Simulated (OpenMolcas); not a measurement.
**Ne⁴⁺: Slater's ratio, the spin-orbit constant, worked from levels**

| Quantity | Value |
| --- | --- |
| Program | OpenMolcas 26.06 |
| Basis | ANO-RCC [8s7p4d3f2g] |
| Scalar Hamiltonian | DKH2, point nucleus |
| Active space | 2 electrons in 9 orbitals (RAS2 2p; RAS3 3s 3d, at most 1 electron) |
| State averaging | 2S+1 = 3 even, 3 roots; 2S+1 = 1 even, 6 roots |
| Spin-orbit coupling | state interaction with AMFI integrals over the reference wave functions, term energies averaged over their components |

Methods: RASSCF; SS-RASPT2, IPEA 0.25 Eh, imaginary shift 0.1 Eh (closed shells correlated: 1s 2s). Measured levels: NIST levels in Podobedova, Fuhr, Reader and Wiese, J. Phys. Chem. Ref. Data 33, 525 (2004).

**Slater's ratio.** With one set of orbitals, p2 has ¹D - ³P = 6 F2 and ¹S - ¹D = 9 F2 (F2 = F²/25), a ratio of 3/2. Term energies are centres of gravity, weighted by 2J + 1.

```csv
Source,¹D - ³P,¹S - ³P,F2 from the first,Ratio
RASSCF,32185,80001,5364,1.486
SS-RASPT2,29798,69933,4966,1.347
measured,29537,63159,4923,1.138
```

Energies in cm-1. A ratio away from 3/2 shows effects beyond one configuration with one set of orbitals, and in heavier atoms second-order spin-orbit shifts.

**The spin-orbit constant.** For the Hund term ³P of p2, E(J) = (A/2) J(J+1) + constant and ζ = 2S·A = 2A. From J = 0 to J = 2 the energy changes by 3 A.

```json
{"Source": "RASSCF", "E(2) - E(0)": "1175.0", "A": "391.7", "ζ": "783"}
{"Source": "SS-RASPT2", "E(2) - E(0)": "1176.3", "A": "392.1", "ζ": "784"}
{"Source": "measured", "E(2) - E(0)": "1110.1", "A": "370.0", "ζ": "740"}
```

All in cm-1. SS-RASPT2 is off by +6.0 % and RASSCF by +5.8 %. Both methods take the spin-orbit matrix elements from the reference wave functions, so the second can move ζ only through the term energies and any multistate remixing. Second-order mixing with other terms is absorbed into this ζ.

Term energies are means over components that CASPT2 splits; among the terms shown or strongly mixed into the levels shown the widest spread is 72 cm-1 (2s² 2p² ¹D, SS-RASPT2). With the s shell closed, the reference lacks s² → p² mixing. Computed and measured levels are paired by configuration, term and J; levels that our copy of the source lacks, or whose pairing is in doubt (as where it misses far off the trend of its configuration), stay unpaired and out of the deviations. Levels of configurations outside the active space are missing.
